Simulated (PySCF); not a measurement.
# Computed properties of Au(Me)2(acac) (C7H13AuO2), SMILES C1([O][Au](<-[O]=C(C)C=1)([CH3])[CH3])C, multiplicity 1

C7H13AuO2, SMILES C1(C)C=C([O][Au]([CH3])(<-[O]=1)[CH3])C, multiplicity 1. Coordinates come from a B3LYP-D3(BJ)/def2-SVP optimisation. The multiplicity is an assumed one; no other spin state was optimised. The isomer is the one that the SMILES or the coordinates give; other isomers of the formula were not compared. The def2 effective core potentials stand for the cores of Au; spin–orbit coupling is left out. Other conformers were not sampled. All values are computed for the isolated molecule unless a solvent is named; none is compared with measurement here.

**Structure.** The optimised structure has C2v symmetry. All 63 harmonic modes at B3LYP-D3(BJ)/def2-SVP (PySCF) are real, so it is a minimum. With heavy atoms numbered as in [Au:1]1([CH3:2])([CH3:6])[O:15][C:13](=[CH:12][C:11]([CH3:10])=[O:16]->1)[CH3:14], the shortest bond between them is C11–O16 at 1.272 Å and the longest Au1–O15 at 2.137 Å.

**Vibrations.** The strongest infrared lines (harmonic, unscaled, degenerate partners summed) lie at 1653 cm⁻¹ (670 km/mol, C 73 %, O 24 %), 1567 cm⁻¹ (402 km/mol, C 79 %, H 18 %), 1510 cm⁻¹ (111 km/mol, C 61 %, H 20 %, O 19 %). The softest mode is at 48 cm⁻¹ and the zero-point energy is 116.6 kcal/mol.

**Electronic structure.** CAM-B3LYP/def2-SVP (PySCF) places the frontier levels at -7.77 and 0.06 eV, a gap of 7.83 eV, and gives a dipole moment of 1.44 D and a mean polarisability of 122.0 bohr³. PBE/def2-SVP (PySCF) at the same geometry gives -5.49 and -1.99 eV, so its gap is 4.33 eV narrower. An orbital gap is neither the optical nor the fundamental gap.

**Excitations.** TDA-PBE0/def2-SVP (PySCF) has S1 at 4.65 eV (266 nm, f = 0.001, dark); the most intense of the 6 singlets computed lies at 5.93 eV (f = 0.32). T1 (TDA) is at 3.22 eV, 1.43 eV under S1. TDA-PBE/def2-SVP (PySCF) puts S1 at 3.97 eV. No vertical singlet excitation falls in the visible range (under 3.1 eV).
